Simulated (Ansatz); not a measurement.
Reaction (cleavage of the Ga–Ge bond): `[F][GeH2][GaH2]` + HI → `[GaH2][I]` + `[F][GeH3]`

Isolated molecules relaxed with PBE0-D4/def2-TZVP in Ansatz; ΔE leaves out vibrations. CBS: MP2 limit from def2 TZ/QZ plus the TZ coupled-cluster correction, frozen cores. Functionals use def2-TZVPP. B3LYP here is the variant with VWN-RPA as its local correlation; programs differ in this. HSE06 is defined as in plane-wave codes. Elements past krypton have def2 core potentials. For Ga, Ge, I outer-core shells are correlated without core-valence functions, which leaves a few kJ/mol of doubt a bond. Scalar relativity is left out up to krypton.

| level | ΔE (kJ/mol) | difference from CCSD(T)/CBS |
| --- | --- | --- |
| PBE-D4 | -100.2 | 11.8 |
| revPBE-D4 | -99.7 | 12.3 |
| BLYP-D4 | -99.3 | 12.7 |
| r2SCAN-D4 | -110.6 | 1.4 |
| B97M-V | -110.5 | 1.5 |
| PBE0-D4 | -107.6 | 4.4 |
| r2SCANh-D4 | -112.2 | -0.2 |
| r2SCAN0-D4 | -114.7 | -2.7 |
| HSE06-D4 | -108.1 | 3.9 |
| BHLYP-D4 | -115.6 | -3.6 |
| CAM-B3LYP-D4 | -107.2 | 4.8 |
| ωB97X-V | -110.4 | 1.6 |
| ωB97M-V | -108.9 | 3.1 |
| B2PLYP | -112.0 | 0.0 |
| PBE-QIDH | -116.9 | -4.9 |
| PBE | -100.7 | 11.3 |
| BLYP | -100.4 | 11.6 |
| r2SCAN | -110.9 | 1.1 |
| PBE0 | -108.2 | 3.8 |
| B3LYP | -106.5 | 5.5 |
| r2SCANh | -112.5 | -0.5 |
| r2SCAN0 | -115.1 | -3.1 |
| HSE06 | -108.6 | 3.4 |
| BHLYP | -115.6 | -3.6 |
| CAM-B3LYP | -107.8 | 4.2 |
| LC-ωPBE | -108.4 | 3.6 |
| RPA@PBE/def2-TZVPP | -104.1 | 7.9 |
| HF/def2-SVP | -133.2 | -21.2 |
| MP2/def2-SVP | -126.3 | -14.3 |
| CCSD/def2-SVP | -118.6 | -6.6 |
| CCSD(T)/def2-SVP | -117.9 | -5.9 |
| MP2/def2-TZVPP | -119.4 | -7.4 |
| SCS-MP2/def2-TZVPP | -117.4 | -5.4 |
| CCSD(T)/def2-TZVPP | -109.2 | 2.8 |
| HF/def2-QZVPP | -130.7 | -18.7 |
| MP2/def2-QZVPP | -121.1 | -9.1 |
| SCS-MP2/def2-QZVPP | -119.5 | -7.5 |
| HF/CBS(def2) | -130.7 | -18.7 |
| MP2/CBS(def2) | -122.2 | -10.2 |
| CCSD/CBS(def2) | -112.4 | -0.4 |
| CCSD(T)/CBS | -112.0 | 0 |

(1) What do rigid-rotor, harmonic-oscillator terms from PBE0-D4/def2-TZVP frequencies (298.15 K, 1 bar) make of the CCSD(T)/CBS value? (Estimate.)

Largest T1 diagnostic among the species: 0.013.

Results:

(1) The calculation gave: ΔZPE = +7.2 kJ/mol, ΔH = -108.1 kJ/mol, ΔS = -8 J/(mol·K), ΔG = -105.7 kJ/mol.

From PBE to PBE0 (25 % exact exchange), in def2-TZVPP and without D4, ΔE moves by −7.4 kJ/mol. Leaving LDA and LC-ωPBE aside and taking each functional with its dispersion term where it has one, the values spread over 17.6 kJ/mol, from PBE-QIDH to BLYP-D4.
